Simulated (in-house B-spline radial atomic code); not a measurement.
Ionising Lu II (Lu+) with different functionals

Computed with an all-electron radial atomic-structure program (B-spline basis): four-component Dirac-Coulomb Hamiltonian, Fermi nucleus of rms radius 5.37 fm, spin-restricted, spherical fractional occupations for the functionals. The ionisation energy is the difference of two self-consistent energies, [Xe] 4f14 6s2 → [Xe] 4f14 6s1, without Breit or QED terms; ε is the level of the shell that loses the electron (mean over j).

Hybrids are left out here: with spherical fractional occupations of an open shell their exact exchange keeps a self-interaction that integer-occupation calculations don't have.

| method | rung | ΔSCF (eV) | -ε(6s) (eV) |
| --- | --- | --- | --- |
| LDA VWN5 | LDA | 14.56 | 11.28 |
| relativistic LDA | LDA | 14.53 | 11.26 |
| LDA PW92 | LDA | ? | ? |
| LDA exchange-only | LDA | 13.53 | 10.27 |
| PBE | GGA | 14.27 | 11.04 |
| PBEsol | GGA | 14.29 | 11.08 |
| BLYP | GGA | 14.29 | 10.98 |
| RPBE | GGA | 14.12 | 10.94 |
| PW91 | GGA | 14.32 | 11.10 |
| BP86 | GGA | 14.47 | 11.23 |
| AM05 | GGA | 14.23 | 11.02 |
| OLYP | GGA | ? | ? |

Problem. What does OLYP give?

Solution. ΔSCF 13.85 eV, and -ε(6s) = 10.68 eV.

Problem. What does LDA PW92 give?

Solution. ΔSCF 14.56 eV, and -ε(6s) = 11.28 eV.

Problem. How do they compare with the NIST value?

Solution. NIST lists 14.13 eV ± 0.05 (semi-empirical, ground level to ground level). Errors run from -0.60 to +0.43 eV; RPBE is closest (-0.01 eV), but part of that can be cancellation, since the calculations leave out Breit-QED terms, spin polarisation.
